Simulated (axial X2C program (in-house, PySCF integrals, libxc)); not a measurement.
# Spin–orbit effects down a group: molecules with H (ions), CCSD

Computed with an in-house relativistic program for diatomic molecules, spin-free (one-electron X2C) or two-component (2c: spin–orbit coupling with atomic mean-field Coulomb and Gaunt terms, which also bring small scalar terms), in Dyall basis sets with cores contracted in-house; open shells are unrestricted.

Basis sets: H dyall-av3z, O dyall-av3z, S dyall-av3z, Se dyall-acv3z. Frozen shells (counts by l): OH⁻ O 1s, H none, 8 electrons correlated; SH⁻ S 2s1p, H none, 8 electrons correlated; SeH⁻ Se 3s2p1d, H none, 8 electrons correlated. Coupled cluster in natural virtuals with an MP2 remainder. Where the outer core of a metal is frozen, bonds come out longer and ionisation energies lower.

| molecule | spin-free state | Re (Å) | ωe (cm⁻¹) | De (eV) | 2c state | Re 2c (Å) | ωe 2c (cm⁻¹) | De 2c (eV) |
| --- | --- | --- | --- | --- | --- | --- | --- | --- |
| OH⁻ | M_S = 0, Λ = 0 | 0.965 | 3767.8 | 4.85 | Ω = 0 | 0.964 | 3768.7 | 4.85 |
| SH⁻ | M_S = 0, Λ = 0 | 1.347 | 2655.8 | 3.93 | Ω = 0 | 1.347 | 2655.0 | 3.91 |
| SeH⁻ | M_S = 0, Λ = 0 | 1.473 | 2360.6 | 3.55 | Ω = 0 | 1.473 | 2355.2 | 3.47 |

Problem. Work out the shifts from the spin-free to the two-component result.

Solution. 

| molecule | 2c state | ΔRe (Å) | Δωe (cm⁻¹) | ΔDe (eV) |
| --- | --- | --- | --- | --- |
| OH⁻ | Ω = 0 | -0.001 | noise | 0.00 |
| SH⁻ | Ω = 0 | 0.000 | -0.8 | -0.02 |
| SeH⁻ | Ω = 0 | 0.000 | -5.4 | -0.08 |

Shifts of one unit in the last digit are rounding. Where the truncated virtual spaces of the two runs make Δωe unreliable it is marked noise.

Fragments in 2c: O- + H, S- + H, Se- + H. Each entry is the lowest single determinant of a limited PBE0 search at one distance. De goes to single-determinant-based atoms at the same level (for ions the charge split of lowest energy) and is withheld (n/a) where an atom does not fit its ground term or J level. Main or longest-lived isotopes.
